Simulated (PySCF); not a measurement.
Isomers of C4H12SSi, one GFN2-xTB conformer each. Single-point energies are computed at PBE0/pcSseg-1 (PySCF, gas phase, no added dispersion term), electronic only.

Task: Rank them by PBE0/pcSseg-1 energy, lowest first (kcal/mol).
A. `[CH3:1][CH2:2][S:3][CH2:4][SiH2:5][CH3:6]` with C1–C2–S3–C4 73°, C2–S3–C4–Si5 170°, S3–C4–Si5–C6 60°
B. Me3Si(SMe), `CS[Si](C)(C)C`
C. `[CH3:1][CH:2]([CH3:3])[CH2:4][S:5][SiH3:6]` with C1–C2–C4–S5 73°, C2–C4–S5–Si6 -94°
D. `[CH3:1][C@@H:2]([CH2:3][SiH3:4])[CH2:5][SH:6]` with C1–C2–C3–Si4 -173°, C1–C2–C5–S6 64°, C2–C5–S6–H 61°
E. `[CH3:1][S:2][CH2:3][CH2:4][CH2:5][SiH3:6]` with C1–S2–C3–C4 -72°, S2–C3–C4–C5 -175°, C3–C4–C5–Si6 180°

Result: B (0.0), C (29.5), A (35.3), D (44.0), E (45.5).

Neighbours under 2.5 kcal/mol apart (C[C@@H](C[SiH3])CS and CSCCC[SiH3]) can change places with a better method, another conformer or zero-point energy. GFN2-xTB itself gives, in the same order: 20.7, 0.0, 32.0, 22.2, 26.9. GFN2-xTB puts CC(C)CS[SiH3] lowest instead; measured from each level's own lowest isomer, the values differ by up to 29.5 kcal/mol (CC(C)CS[SiH3]: 0.0 against 29.5).

Task: Which frontier levels, dipoles and rotational constants go with these structures?

Result: 
```
            SMILES  HOMO (eV, PBE0/pcSseg-1)  LUMO (eV)  dipole (D)       A, B, C (MHz)
     CS[Si](C)(C)C                     -6.48       0.84        1.99    2623, 1565, 1456
     CC(C)CS[SiH3]                     -6.76       0.27        1.74    4123, 1192, 1020
       CCSC[SiH2]C                     -6.27       0.94        1.46  4884, 961.9, 943.0
C[C@@H](C[SiH3])CS                     -6.79       0.45        1.52   3532, 1091, 884.8
       CSCCC[SiH3]                     -6.27       0.73        1.51  6176, 727.0, 691.7
```
